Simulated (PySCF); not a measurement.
Molecule: 1,1-difluoropropylsilane, C₃H₈F₂Si, charge 0, multiplicity 1. SMILES: C(F)(CC)([SiH3])F
Structure (B3LYP-D3(BJ)/def2-TZVP (Ansatz) minimum search):
```
C
F 1 1.3897
F 1 1.3897 2 105.44
C 1 1.5145 2 109.12 3 117.09
H 4 1.0931 1 107.43 2 179.98
H 4 1.0931 5 106.90 1 115.05
C 4 1.5275 5 110.58 6 120.42
H 7 1.0895 4 111.01 5 60.69
H 7 1.0895 8 108.22 4 -122.06
H 7 1.0904 8 108.21 9 -117.04
Si 1 1.9253 2 107.93 3 -115.16
H 11 1.4763 1 108.45 2 56.75
H 11 1.4794 12 110.84 1 -118.84
H 11 1.4794 12 110.84 13 -122.31
```
Charge 0, spin multiplicity 1.

Dispersion corrections to the total energy (kcal/mol) from the dftd3 and dftd4 libraries through PySCF: D3(BJ) without and D4 with the three-body term, each with the damping fitted for the functional named.

```
functional  D3(BJ)      D4
----------  ------  ------
BHLYP            …   -7.44
CAM-B3LYP    -5.10       …
BLYP        -13.86  -14.44
B3LYP            …  -10.40
HF          -48.76  -23.57
B2PLYP       -5.21   -4.56
r2SCAN       -1.89   -1.68
```

### Question
Some entries are withheld; supply them.

### Answer

- BHLYP, D3(BJ): -8.76
- CAM-B3LYP, D4: -5.51
- B3LYP, D3(BJ): -11.31
